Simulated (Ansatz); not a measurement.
A run for Ansatz (a first-principles code): R-B3LYP/def2-TZVPP on CH7GeN (SMILES C[NH][GeH3]), a point of a torsion scan.

Ansatz 0.2 input:
```yaml
crystal:
  periodic: [false, false, false]
  atoms:
    - {symbol: C, position_ang: [-1.40774736, 0.09402295, 0.34432274]}
    - {symbol: N, position_ang: [-0.26805620, -0.25431012, -0.47938279]}
    - {symbol: Ge, position_ang: [1.47055508, 0.01421197, -0.13507357]}
    - {symbol: H, position_ang: [-2.08031359, 0.78732672, -0.17049976]}
    - {symbol: H, position_ang: [-1.04789941, 0.57741118, 1.25118057]}
    - {symbol: H, position_ang: [-1.98413808, -0.79081301, 0.63234414]}
    - {symbol: H, position_ang: [-0.53869760, -0.71179281, -1.33540622]}
    - {symbol: H, position_ang: [2.22427595, -1.28781568, -0.10149890]}
    - {symbol: H, position_ang: [2.10164781, 0.87740424, -1.19373250]}
    - {symbol: H, position_ang: [1.52756506, 0.68868095, 1.19449635]}
basis:
  gaussian:
    orbitals: def2-TZVPP
hamiltonian:
  xc: {name: B3LYP}
scf: {lower_state_search: off}
```

Task: Predict the final total energy.

Result: -2174.1484 hartree.

Task: How many basis functions does it have, and what does it roughly cost on one machine?

Result: 208 functions; roughly 6 core-seconds.
